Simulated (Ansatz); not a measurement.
Compare A (`C=C[Si](N)(O)F`) with its isomer B (`C[SiH2]OC(=N)F`).

Gas-phase electronic energies from Ansatz, PBE0-D4/def2-TZVP geometries. CCSD(T)/CBS adds triple-zeta CCSD(T) − MP2 to the extrapolated MP2 energy (def2 sets, frozen cores). Functionals use def2-TZVPP. B3LYP here is the variant with VWN-RPA as its local correlation; programs differ in this. One conformer a species, not always the lowest.

Task: Which isomer does CCSD(T)/CBS put lower? Give the gap. (Estimate.)

Result: The calculation gave: A, by 317.7 kJ/mol.

Task: Give E(B) − E(A) in kJ/mol with r2SCAN-D4, MP2/def2-TZVPP, BLYP-D4, PBE-D4, B3LYP, LDA (SPW92), PBE0-D4. (An estimate is asked.)

Result: The calculation gave: r2SCAN-D4 284.0, MP2/def2-TZVPP 315.1, BLYP-D4 283.4, PBE-D4 267.4, B3LYP 287.6, LDA (SPW92) 261.3, PBE0-D4 280.2. None reverses the order clearly.

Task: Does the order hold for the free energy at 298.15 K (harmonic terms from PBE0-D4)? (Estimate.)

Result: Ansatz gave: Yes: G(B) − G(A) = +303.4 kJ/mol, for one conformer each. Modes under 60 cm⁻¹, often nearly free rotors, make the harmonic entropy too high.

Largest T1 diagnostic: 0.013.

From BLYP to BHLYP (50 % exact exchange), in def2-TZVPP and without D4, E(B) − E(A) moves by +23.8 kJ/mol. The D4 term adds +5.0 kJ/mol with B3LYP and +2.7 kJ/mol with PBE0; it sums over pairs of atoms, weighted by their polarisabilities, and B3LYP, whose exchange is more repulsive, gets the larger term.
